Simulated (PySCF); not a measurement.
C5H7BO, SMILES C=CB(O)C#CC. Atoms are numbered in the order given.

```xyz
14

C     -2.9739    -0.8322     0.1314
C     -1.6541    -0.9395    -0.0778
B     -0.6751     0.2509     0.1674
O     -1.1953     1.4299     0.6077
C      0.8369     0.1151    -0.0755
C      2.0361     0.0011    -0.2707
C      3.4612    -0.1431    -0.5015
H     -3.4099     0.1084     0.4857
H     -3.6680    -1.6627    -0.0382
H     -1.2567    -1.8976    -0.4326
H     -0.5164     2.1010     0.7294
H      3.9782    -0.4213     0.4306
H      3.9061     0.7974    -0.8625
H      3.6677    -0.9277    -1.2461
```

Coordinates come from a PBE0-D3(BJ)/def2-SVP optimisation. The structure was generated by enumeration, and PubChem lists no compound with its InChIKey, so it may never have been made. Other conformers were not sampled.

Computed with PySCF with PBE0/pcSseg-1.

GIAO shieldings, no solvent; atoms listed in one row are averaged. δ = σ(ref) − σ: ¹³C against TMS (σ = 186.3 ppm); ¹¹B against BF3 (σ = 88.8 ppm); ¹⁷O against H2O (σ = 334.2 ppm); ¹H against TMS (σ = 31.56 ppm), references at their B3LYP-D3(BJ)/def2-TZVP geometries, non-relativistic.

Computed chemical shifts:
```tsv
nucleus	atoms	count	δ (ppm)
¹³C	C1	1	148.4
¹³C	C2	1	146.0
¹³C	C6	1	112.7
¹³C	C5	1	93.6
¹³C	C7	1	7.7
¹¹B	B3	1	19.5
¹⁷O	O4	1	167.6
¹H	H8	1	7.08
¹H	H9	1	6.66
¹H	H10	1	6.66
¹H	H11	1	5.28
¹H	H12, H13, H14	3	2.29
```
